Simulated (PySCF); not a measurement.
Species: Mo(SH)4 (triplet state).
Structure used (PBE0-D3(BJ)/def2-SVP), in Å, numbered top down from 1:
```
atom  x, y, z in Å
Mo1    0.1149   -0.1664    0.1688
S2     0.3668   -0.3953    2.4517
H3     1.1413    0.7053    2.6308
S4     2.0227    0.1370   -1.0775
H5     2.5497   -1.1054   -0.9191
S6    -1.0946    1.7625   -0.2049
H7    -1.2146    1.6753   -1.5542
S8    -1.3517   -1.7487   -0.6262
H9    -2.4018   -0.9338   -0.8950
```

Theory: PySCF, PBE0-D3(BJ)/def2-SVP geometry optimisation, gas phase, def2 core potentials past Kr.

Question: Which atoms are bound to Mo1, and at what distances?

Answer: 4 atoms: S4 2.299 Å, S8 2.299 Å, S6 2.307 Å, S2 2.308 Å. The nearest atom not counted as bound is H3, at 2.81 Å.

Question: List the angles at Mo1.

Answer: 
```json
{"angle": "S2–Mo1–S4", "degrees": "117.3", "distance of the outer atoms (Å)": "3.93"}
{"angle": "S4–Mo1–S8", "degrees": "115.6", "distance of the outer atoms (Å)": "3.89"}
{"angle": "S2–Mo1–S8", "degrees": "110.1", "distance of the outer atoms (Å)": "3.78"}
{"angle": "S2–Mo1–S6", "degrees": "107.5", "distance of the outer atoms (Å)": "3.72"}
{"angle": "S4–Mo1–S6", "degrees": "103.7", "distance of the outer atoms (Å)": "3.62"}
{"angle": "S6–Mo1–S8", "degrees": "100.7", "distance of the outer atoms (Å)": "3.55"}
```

Question: What is the shape at Mo1?

Answer: Distorted tetrahedral: angles from 100.7° to 117.3°; τ4 = (360° − α − β)/141° = 0.90 with α and β the two widest (0 for a square, 1 for a tetrahedron).

Question: What are the other bond lengths?

Answer: S2–H3 and 3 like bonds 1.357 Å.

Charge 0, triplet. ⟨S²⟩ = 2.018 (exact for a triplet: 2.00). Not checked by PBE0-D3(BJ)/def2-SVP frequencies.
